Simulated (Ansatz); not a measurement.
Born–Oppenheimer molecular dynamics of ClFH6Si2 (10 atoms, charge 0, multiplicity 1). It starts at the highest image of a converged band. Of that band: A structure lower than the first end lies on the path between it and the top, so the climb from that side starts below the end, which may itself be a saddle point or a shallow side well. Neighbouring images differ by up to 1.3 eV, so the band resolves the path poorly. A vibrational analysis at the climbing image gives one clearly imaginary mode, 564i cm⁻¹: a first-order saddle point.

These are results of Ansatz, RKS LDA/def2-SVP, not measurements.

| Property | Result |
| --- | --- |
| ensemble | NVE (velocity Verlet) |
| time step | 0.5 fs |
| steps asked | 200 |
| starting velocities drawn for | 100 K |
| seed | 6244 |

Frames 1 fs apart, positions in Å, forces in eV/Å.

Velocities at 75 fs (Å/ps):

```
Si -8.81 -2.38 -4.39
Cl 1.88 1.35 8.28
H -11.18 -4.66 -2.18
H -2.73 13.96 -6.71
F -0.93 -1.72 -11.29
Si 7.23 1.10 -0.27
H -3.96 4.29 9.47
H 31.78 -0.92 5.67
H 0.61 4.83 -4.80
H -18.84 3.14 49.91
```

```xyz
10
Properties=species:S:1:pos:R:3:forces:R:3 time_fs=75 energy_less_start_eV=-0.622 T=702
Si -0.375 0.070 0.004 -0.30 -0.09 -0.73
Cl 0.562 0.584 2.484 0.21 0.08 0.58
H 0.644 -1.005 0.155 0.09 -0.16 0.07
H 0.262 1.420 -0.131 -0.13 0.04 0.00
F -1.134 -0.228 -1.433 0.15 -0.01 -0.38
Si -2.475 -0.235 0.951 0.16 0.07 -0.09
H -2.930 -1.624 0.617 -0.01 -0.07 -0.03
H -2.629 -0.058 2.431 0.11 0.05 0.44
H -3.372 0.772 0.307 -0.13 0.09 -0.07
H -0.717 0.317 2.619 -0.15 0.00 0.20
10
Properties=species:S:1:pos:R:3:forces:R:3 time_fs=76 energy_less_start_eV=-0.647 T=725
Si -0.384 0.068 0.000 -0.06 0.15 -0.83
Cl 0.564 0.585 2.492 -0.42 -0.05 0.61
H 0.634 -1.010 0.153 0.09 -0.13 0.07
H 0.259 1.434 -0.138 -0.24 -0.22 0.04
F -1.135 -0.229 -1.444 0.17 0.00 -0.30
Si -2.467 -0.234 0.951 0.00 0.17 -0.06
H -2.934 -1.620 0.626 -0.02 -0.09 -0.03
H -2.597 -0.058 2.439 0.10 0.06 0.37
H -3.372 0.777 0.302 -0.05 -0.01 0.03
H -0.736 0.320 2.670 0.44 0.12 0.09
10
Properties=species:S:1:pos:R:3:forces:R:3 time_fs=77 energy_less_start_eV=-0.652 T=730
Si -0.393 0.066 -0.005 0.17 0.31 -0.93
Cl 0.566 0.586 2.501 -0.90 -0.15 0.65
H 0.624 -1.017 0.152 0.07 -0.08 0.07
H 0.253 1.446 -0.144 -0.32 -0.42 0.07
F -1.136 -0.231 -1.456 0.18 0.01 -0.22
Si -2.460 -0.233 0.950 -0.18 0.27 0.04
H -2.938 -1.617 0.635 -0.02 -0.10 -0.02
H -2.564 -0.058 2.450 0.09 0.06 0.24
H -3.372 0.782 0.297 0.03 -0.10 0.13
H -0.750 0.325 2.721 0.88 0.20 -0.03
10
Properties=species:S:1:pos:R:3:forces:R:3 time_fs=78 energy_less_start_eV=-0.650 T=729
Si -0.402 0.064 -0.010 0.38 0.39 -1.02
Cl 0.567 0.588 2.510 -1.18 -0.20 0.68
H 0.615 -1.024 0.152 0.04 -0.02 0.06
H 0.244 1.454 -0.149 -0.35 -0.54 0.10
F -1.137 -0.233 -1.468 0.19 0.02 -0.14
Si -2.453 -0.232 0.950 -0.36 0.32 0.20
H -2.942 -1.615 0.644 -0.01 -0.08 -0.02
H -2.530 -0.058 2.463 0.07 0.06 0.07
H -3.372 0.786 0.294 0.09 -0.18 0.21
H -0.757 0.331 2.773 1.13 0.24 -0.15
10
Properties=species:S:1:pos:R:3:forces:R:3 time_fs=79 energy_less_start_eV=-0.654 T=733
Si -0.410 0.061 -0.015 0.56 0.37 -1.10
Cl 0.569 0.589 2.518 -1.26 -0.21 0.69
H 0.606 -1.032 0.152 0.00 0.05 0.06
H 0.232 1.457 -0.154 -0.35 -0.59 0.11
F -1.137 -0.235 -1.479 0.20 0.03 -0.07
Si -2.446 -0.231 0.950 -0.52 0.34 0.40
H -2.947 -1.614 0.653 0.00 -0.05 -0.01
H -2.495 -0.057 2.478 0.04 0.05 -0.12
H -3.371 0.788 0.293 0.13 -0.22 0.27
H -0.752 0.340 2.822 1.19 0.24 -0.23
10
Properties=species:S:1:pos:R:3:forces:R:3 time_fs=80 energy_less_start_eV=-0.669 T=747
Si -0.419 0.059 -0.021 0.68 0.27 -1.18
Cl 0.569 0.590 2.528 -1.14 -0.19 0.66
H 0.597 -1.039 0.152 -0.03 0.11 0.05
H 0.217 1.454 -0.158 -0.31 -0.54 0.12
F -1.138 -0.236 -1.491 0.22 0.04 0.00
Si -2.439 -0.229 0.950 -0.65 0.31 0.62
H -2.951 -1.613 0.662 0.02 -0.01 0.00
H -2.460 -0.055 2.490 0.00 0.04 -0.30
H -3.369 0.789 0.294 0.14 -0.23 0.30
H -0.737 0.350 2.870 1.08 0.20 -0.27
10
Properties=species:S:1:pos:R:3:forces:R:3 time_fs=81 energy_less_start_eV=-0.690 T=768
Si -0.427 0.058 -0.028 0.74 0.10 -1.26
Cl 0.570 0.591 2.537 -0.82 -0.12 0.58
H 0.588 -1.045 0.154 -0.05 0.16 0.04
H 0.198 1.446 -0.160 -0.22 -0.41 0.13
F -1.138 -0.238 -1.503 0.23 0.04 0.05
Si -2.432 -0.228 0.950 -0.76 0.23 0.84
H -2.955 -1.612 0.670 0.05 0.03 0.01
H -2.425 -0.053 2.501 -0.06 0.03 -0.44
H -3.366 0.787 0.298 0.12 -0.20 0.30
H -0.711 0.363 2.915 0.78 0.14 -0.24
10
Properties=species:S:1:pos:R:3:forces:R:3 time_fs=82 energy_less_start_eV=-0.707 T=783
Si -0.435 0.056 -0.034 0.75 -0.12 -1.32
Cl 0.570 0.592 2.546 -0.33 -0.03 0.42
H 0.578 -1.050 0.155 -0.06 0.20 0.03
H 0.178 1.434 -0.161 -0.11 -0.21 0.12
F -1.138 -0.240 -1.515 0.25 0.05 0.10
Si -2.426 -0.226 0.950 -0.83 0.13 1.04
H -2.959 -1.611 0.679 0.07 0.06 0.01
H -2.390 -0.051 2.506 -0.13 0.02 -0.54
H -3.362 0.783 0.304 0.07 -0.14 0.27
H -0.678 0.377 2.958 0.31 0.05 -0.13
10
Properties=species:S:1:pos:R:3:forces:R:3 time_fs=83 energy_less_start_eV=-0.707 T=784
Si -0.443 0.054 -0.041 0.71 -0.38 -1.38
Cl 0.571 0.594 2.556 0.28 0.08 0.20
H 0.568 -1.052 0.157 -0.04 0.21 0.03
H 0.156 1.420 -0.161 0.03 0.04 0.11
F -1.139 -0.241 -1.526 0.26 0.05 0.14
Si -2.420 -0.224 0.951 -0.87 0.00 1.19
H -2.962 -1.609 0.688 0.09 0.09 0.01
H -2.357 -0.049 2.507 -0.19 0.01 -0.58
H -3.357 0.778 0.314 0.00 -0.05 0.23
H -0.642 0.391 3.000 -0.26 -0.05 0.05
10
Properties=species:S:1:pos:R:3:forces:R:3 time_fs=84 energy_less_start_eV=-0.690 T=768
Si -0.450 0.052 -0.049 0.63 -0.62 -1.43
Cl 0.571 0.595 2.565 0.85 0.17 -0.05
H 0.557 -1.053 0.159 -0.01 0.19 0.03
H 0.135 1.407 -0.160 0.17 0.31 0.09
F -1.139 -0.243 -1.538 0.28 0.06 0.17
Si -2.414 -0.222 0.952 -0.88 -0.13 1.29
H -2.965 -1.607 0.697 0.10 0.10 0.01
H -2.325 -0.046 2.502 -0.24 0.01 -0.54
H -3.352 0.772 0.326 -0.09 0.05 0.17
H -0.608 0.406 3.042 -0.80 -0.14 0.27
10
Properties=species:S:1:pos:R:3:forces:R:3 time_fs=85 energy_less_start_eV=-0.671 T=750
Si -0.458 0.050 -0.057 0.56 -0.80 -1.46
Cl 0.571 0.596 2.575 1.17 0.21 -0.24
H 0.547 -1.052 0.161 0.04 0.16 0.02
H 0.116 1.396 -0.159 0.29 0.54 0.08
F -1.139 -0.244 -1.550 0.30 0.06 0.19
Si -2.409 -0.221 0.954 -0.89 -0.25 1.31
H -2.966 -1.604 0.706 0.10 0.09 0.00
H -2.296 -0.043 2.493 -0.28 0.02 -0.43
H -3.347 0.767 0.339 -0.18 0.15 0.11
H -0.582 0.418 3.087 -1.10 -0.18 0.42
10
Properties=species:S:1:pos:R:3:forces:R:3 time_fs=86 energy_less_start_eV=-0.666 T=745
Si -0.465 0.047 -0.066 0.51 -0.87 -1.49
Cl 0.572 0.597 2.584 1.10 0.20 -0.25
H 0.536 -1.050 0.164 0.09 0.11 0.02
H 0.099 1.391 -0.156 0.36 0.67 0.07
F -1.138 -0.246 -1.561 0.31 0.06 0.19
Si -2.403 -0.219 0.956 -0.90 -0.34 1.25
H -2.966 -1.599 0.715 0.09 0.06 0.00
H -2.269 -0.041 2.478 -0.30 0.03 -0.25
H -3.345 0.764 0.353 -0.25 0.24 0.06
H -0.566 0.429 3.135 -1.01 -0.16 0.40
```

Of the whole run (100 fs, mean temperature of the second half 538 K): The conserved energy stayed within 0.042 meV per atom of its start (net change -0.017 meV per atom), so the integration is sound. The kinetic energy rose, since the run started high on the potential surface and went downhill. It ends in pieces (ClH + FH5Si2), so much of that is their flight and rotation, not heat. A run of 0.1 ps of so small a system gives no equilibrium averages. The orbitals stay closed-shell, which can raise the energy where a bond breaks towards radicals; this wasn't checked here.

Time of the run: 3.5 min on 2 threads of Arm Neoverse V1 (shared host), peak memory 0.13 GiB.
